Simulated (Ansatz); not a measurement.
`CO[SiH](C)Cl` → `CCl` + `CO[SiH]` at 500 K and 1 bar (silylene formation by 1,1-elimination).

Computed with Ansatz on PBE0-D4/def2-TZVP structures; ΔE is electronic, products minus reactants. CBS: MP2 limit from def2 TZ/QZ plus the TZ coupled-cluster correction, frozen cores. This one scheme is used for every species. One conformer a species, not always the lowest.

```json
{"species": "`CO[SiH](C)Cl`", "CCSD(T)/CBS energy (Eh)": "-904.45266", "H − E (kJ/mol)": "287.2", "S (J/(mol·K))": "435.7"}
{"species": "`CCl`", "CCSD(T)/CBS energy (Eh)": "-499.63220", "H − E (kJ/mol)": "119.3", "S (J/(mol·K))": "258.4"}
{"species": "`CO[SiH]`", "CCSD(T)/CBS energy (Eh)": "-404.67988", "H − E (kJ/mol)": "158.5", "S (J/(mol·K))": "317.8"}
```

H − E and S are ideal-gas, rigid-rotor, harmonic terms from PBE0-D4/def2-TZVP, for one conformer and one mirror image of each species. 1 Eh = 2625.50 kJ/mol, R = 8.31446 J/(mol·K).

Problem. By hand: ΔE, ΔH, ΔS and ΔG.

Solution. ΔE = (-499.63220) + (-404.67988) − (-904.45266) = 0.14058 Eh = 369.1 kJ/mol. Δ(H − E) = 119.3 + 158.5 − 287.2 = -9.4, so ΔH = 359.7 kJ/mol. ΔS = 258.4 + 317.8 − 435.7 = 140.5 J/(mol·K). ΔG = 359.7 − 500 × (140.5)/1000 = 289.4 kJ/mol.

Problem. By hand: the equilibrium constant, and the temperature at which ΔG would vanish if ΔH and ΔS stayed fixed.

Solution. log₁₀ K = −ΔG/(RT ln 10) = -30.2. ΔG = 0 at ΔH/ΔS = 2560 K, far beyond where these terms or the molecules hold.

The number of gas molecules changes by +1, which sets the sign of ΔS. A doubt of 5 kJ/mol in ΔE shifts log₁₀ K by 0.5 here. Other conformers and mirror images would add mixing entropy, several J/(mol·K) or more a flexible species. These are equilibria of isolated gas molecules and say nothing of rates. Largest T1 diagnostic: 0.015 (customary marks: 0.02 for closed shells, 0.045 for open ones).
